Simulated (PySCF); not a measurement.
# From a computed spectrum to the compound

A species of 5 atoms with charge 1 has these harmonic modes (PBE0, small Gaussian bases with core potentials, PySCF 2.14.0):

```
cm⁻¹  km/mol  symmetry
  83     0.2         a
 114     1.3         a
 211    57.7         b
 351     8.1         a
 367    25.9         b
 431    51.0         b
 454     0.3         a
2648     0.2         a
2648    34.4         b
```

Question: Which species is it, and in which structure?

Answer: [Lu(SH)2]+ (singlet):
```xyz
5

Lu    0.0000    0.0000   -0.4144
S     1.8388   -0.0407    1.1285
H     2.7737   -0.2573    0.1634
S    -1.8388    0.0407    1.1285
H    -2.7737    0.2573    0.1634
```
Ideal gas at 298.15 K and 1 bar: S = 340.7 J/(mol K), Cp = 81.8 J/(mol K), H − H(0 K) = 18.5 kJ/mol (rigid rotor, harmonic modes, spin degeneracy alone). 
 Other answers can fit too; this one was computed.
